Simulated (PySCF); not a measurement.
A structure optimised at PBE-D3(BJ)/def2-SVP, used in a PySCF frequency run:

```xyz
11

C      0.0546     2.1256     0.0000
C      0.0133     0.7727     0.0000
C     -1.1568    -0.1180     0.0000
N     -0.8335    -1.3674     0.0000
C      0.6052    -1.4050     0.0000
O      1.1059    -0.0492     0.0000
H     -0.8865     2.6902     0.0000
H      1.0076     2.6710     0.0000
H     -2.2039     0.2279     0.0000
H      0.9862    -1.9378    -0.9020
H      0.9862    -1.9378     0.9020
```

**Question.** Write its SMILES, formula and point group.

**Answer.** C=C1C=NCO1, C4H5NO, Cs

**Question.** What are its rotational constants (standard atomic weights)?

**Answer.** 8.4356, 3.7306, 2.6309 GHz
